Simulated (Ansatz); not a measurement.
`CN([SiH2]O)[SiH2]Cl`, charge 0, multiplicity 1.

Task: Give a relaxed structure at PBE0-D4/def2-TZVP (Ansatz 0.2.0). (Best estimate.)

Result: Ansatz gave: 
```xyz
14

C    -0.9102    0.9679    1.1452
N    -0.3441    0.0387    0.1673
Si   -0.0066    0.6530   -1.4193
O     1.1588   -0.2668   -2.1165
Si    0.2231   -1.4945    0.6594
Cl    2.2657   -1.4874    1.0480
H    -0.2447    1.8167    1.3327
H    -1.8733    1.3610    0.8056
H    -1.0863    0.4626    2.0972
H    -1.1711    0.5569   -2.3298
H     0.3856    2.0801   -1.2521
H     2.0094   -0.3235   -1.6749
H    -0.4378   -1.8566    1.9335
H     0.0315   -2.5081   -0.3964
```
This is one stationary point; other conformers may exist.
